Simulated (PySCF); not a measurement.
Vertical excitation energies

Compound: C₁₁H₁₂O₂.
SMILES: `c1cc(ccc1)/C=C/C(OCC)=O`

Computed, not measured: TDDFT CAM-B3LYP/def2-SVPD, vertical, gas phase, core orbitals frozen in the response in PySCF. Isolated species at its PBE0-D3(BJ)/def2-SVP geometry (one conformer only). Torsions of this conformer, `[CH3:1][CH2:2][O:3][C:4](=[O:5])/[CH:6]=[CH:7]/[c:8]1[cH:9][cH:10][cH:11][cH:12][cH:13]1`: C1–C2–O3–C4 -179°, C2–O3–C4–O5 0°, O3–C4–C6–C7 180°, C6–C7–C8–C9 179°.

List the vertical singlet excitations with oscillator strengths and describe the spectrum.

```tsv
state	E (eV)	ν̃ (cm⁻¹)	f	|μ| (D)	symmetry	main configurations (H = HOMO, L = LUMO)
S1	4.63	37320	0.708	6.35	A′	H→L (96%)
S2	4.94	39820	0.010	0.75	A′	H-1→L (64%), H→L+1 (28%)
S3	4.97	40080	0.0002	0.10	–	H-2→L (82%), H-2→L+3 (14%)
S4	6.11	49260	0.280	3.48	A′	H→L+1 (63%), H-1→L (33%)
S5	6.39	51570	0.228	3.07	A′	H-1→L+1 (56%), H-4→L (21%), H→L+3 (17%)
S6	6.64	53570	0.099	1.99	A′	H-3→L (86%)
S7	6.83	55120	0.018	0.82	A′	H-4→L (56%), H→L+3 (36%)
S8	6.88	55510	0.0047	0.42	A″	H→L+2 (45%), H→L+4 (39%)
S9	6.91	55710	0.0003	0.10	–	H-5→L (80%)
S10	7.19	58000	0.0012	0.21	–	H-7→L (41%), H-6→L (40%)
```

Triplets, Tamm–Dancoff:

```
state  E (eV)  λ (nm)  main configurations (H = HOMO, L = LUMO)
   T1    2.91   425.4                                 H→L (88%)
   T2    4.26   291.2   H-1→L (44%), H-1→L+1 (24%), H-4→L (11%)
   T3    4.38   282.9   H-1→L (34%), H-1→L+1 (24%), H-4→L (14%)
   T4    4.62   268.1                H-2→L (77%), H-2→L+3 (16%)
```

The lowest singlet lies at 4.63 eV (268 nm, ultraviolet) and is strong; its leading configuration is HOMO→LUMO (96%). The lowest level is also the most intense of those listed (f = 0.708). Löwdin shares by element: HOMO carbon 60% or more (atoms not listed hold the other 40%); LUMO carbon 52% or more (atoms not listed hold the other 48%). Weighted by f, the mean energy of these states is 5.42 eV. The oscillator strengths of these states sum to 1.351; summed over the whole spectrum of an exact calculation they would give the number of electrons, 94 (Thomas–Reiche–Kuhn). Of the 10 states listed, 6 reach f = 0.01 and 2 stay under 0.0005. Symmetry labels in Cs follow from the direction of the transition dipole and are given only for states with f of 0.002 or more. Only the lowest 10 singlets were computed, as vertical energies without vibronic structure.
